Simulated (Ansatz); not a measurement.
Calculated with Ansatz (gas phase, PBE0-D4/def2-TZVP geometries, no zero-point term in ΔE). CCSD(T)/CBS is the MP2 limit (def2-TZVPP, def2-QZVPP) plus CCSD(T) − MP2 in def2-TZVPP, frozen cores. This one scheme is used for every species, atoms too. Functionals use def2-TZVPP. B3LYP here is the variant with VWN-RPA as its local correlation; programs differ in this. HSE06 is defined as in plane-wave codes. Open shells (•) are unrestricted, without spin–orbit coupling. Spin–orbit coupling would lower the free atoms: a little for C, Si; clearly for Ge. Bonds to Ge are less sure, by a few kJ/mol each and by 10 to 20 or more in all where they break to atoms, as the def2 sets lack core-valence functions. Scalar relativity is left out up to krypton.

Reaction (atomization): `[CH3][GeH][SiH3]`• → C• + Ge• + 7 H• + Si•

```tsv
level	ΔE (eV)	difference from CCSD(T)/CBS
PBE0-D4	31.29	-0.22
r2SCANh-D4	31.52	0.01
BHLYP-D4	31.07	-0.44
PBE-QIDH	31.23	-0.28
PBE	31.20	-0.31
revPBE	30.38	-1.13
BLYP	30.67	-0.84
PBE0	31.13	-0.38
B3LYP	31.14	-0.37
r2SCAN0	31.36	-0.15
HSE06	31.15	-0.36
MP2/def2-SVP	29.42	-2.09
CCSD(T)/def2-SVP	29.70	-1.81
SCS-MP2/def2-TZVPP	30.87	-0.64
SCS-MP2/def2-QZVPP	31.29	-0.22
CCSD/CBS(def2)	31.23	-0.28
CCSD(T)/CBS	31.51	0
```

Largest T1 diagnostic among the species: 0.012.

Leaving LDA and LC-ωPBE aside and taking each functional with its dispersion term where it has one, the values, not all of them listed here, spread over 0.78 eV, from revPBE-D4 to B97M-V. LDA lies +3.79 eV from PBE without D4, its usual overbinding. The D4 term adds +0.31 eV with B3LYP and +0.16 eV with PBE0; it sums over pairs of atoms, weighted by their polarisabilities, and B3LYP, whose exchange is more repulsive, gets the larger term.

For atomizations the MP2-based limit and the directly extrapolated one differ by several kJ/mol either way, and by 10 to 25 for some Ge, Se and Sn compounds, so smaller differences from it don't rank the levels.
